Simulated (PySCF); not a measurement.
## Gas-phase XPS of `CCN(CC)C(C)(C)C`, computed

Species: C8H19N.
Geometry (PBE0-D3(BJ)/def2-SVP, Å), atoms numbered from 1 in this order:
```
atom  x, y, z in Å
C1     1.164   -2.167    0.872
C2     0.491   -1.471   -0.302
N3     0.174   -0.072   -0.054
C4     0.947    0.825   -0.890
C5     2.422    0.850   -0.519
C6    -1.254    0.252    0.119
C7    -1.401    1.684    0.648
C8    -1.853   -0.671    1.185
C9    -2.049    0.112   -1.189
H10    0.512   -2.173    1.757
H11    1.413   -3.212    0.624
H12    2.093   -1.647    1.151
H13    1.151   -1.541   -1.186
H14   -0.414   -2.034   -0.593
H15    0.553    1.843   -0.779
H16    0.850    0.577   -1.972
H17    2.969    1.568   -1.150
H18    2.898   -0.134   -0.655
H19    2.546    1.139    0.535
H20   -2.436    1.855    0.979
H21   -0.731    1.839    1.507
H22   -1.179    2.448   -0.110
H23   -1.315   -0.553    2.138
H24   -2.910   -0.415    1.350
H25   -1.815   -1.731    0.897
H26   -1.650    0.783   -1.966
H27   -3.109    0.368   -1.039
H28   -2.008   -0.918   -1.577
```

Method used: delta-SCF UKS SCAN, pcX-2 on the ionised atom, pcseg-1 elsewhere, spin-free X2C in PySCF. Binding energies are ΔSCF values: E(core-ionised, relaxed orbitals) − E(ground state) at a fixed geometry, referred to the vacuum level.

Q: Give the core binding energies atom by atom.

A: 
| atom(s) | bonded to | level | binding energy (eV) | above the level's lowest (eV) | count |
| --- | --- | --- | --- | --- | --- |
| C1/C5 | C and 3 H | C 1s | 290.14 | 0.00 | 2 |
| C7/C8/C9 | C and 3 H | C 1s | 290.16 | +0.02 | 3 |
| C2/C4 | N, C and 2 H | C 1s | 290.90 | +0.76 | 2 |
| C6 | N and 3 C | C 1s | 291.10 | +0.96 | 1 |
| N3 | 3 C | N 1s | 403.90 | 0.00 | 1 |

The listed C 1s values span 0.96 eV, from C1/C5 (bonded to C and 3 H) to C6 (bonded to N and 3 C). Summing the Pauling electronegativity differences to the bonded atoms, each weighted by its formal bond order, gives -1.05 for the lowest site and +0.49 for the highest; no listed site has a larger sum than the highest. The values 290.14 and 290.16 eV lie too close for their order to be trusted.

Q: Which photon wavelength matches the N 1s of N3 threshold?

A: λ = hc/E = 12398.42 eV Å / 403.90 eV = 30.697 Å.

Q: Which effective nuclear charge Zeff reproduces each element's mean 1s value in the hydrogen-like formula E = 13.606 eV × Zeff²?

A: C (Z = 6): mean 290.5 eV, Zeff = 4.62, Z − Zeff = 1.38; N (Z = 7): mean 403.9 eV, Zeff = 5.45, Z − Zeff = 1.55. Means run over the listed sites, weighted by atom count.

One atom of each set of topologically equivalent atoms was ionised and stands for the set; in this conformer not all members are related by symmetry, and their own values weren't computed. Isolated species at its PBE0-D3(BJ)/def2-SVP geometry (one conformer only).

Hardware: one thread of an x86-64 server (shared host). Cost: 2.6 min.
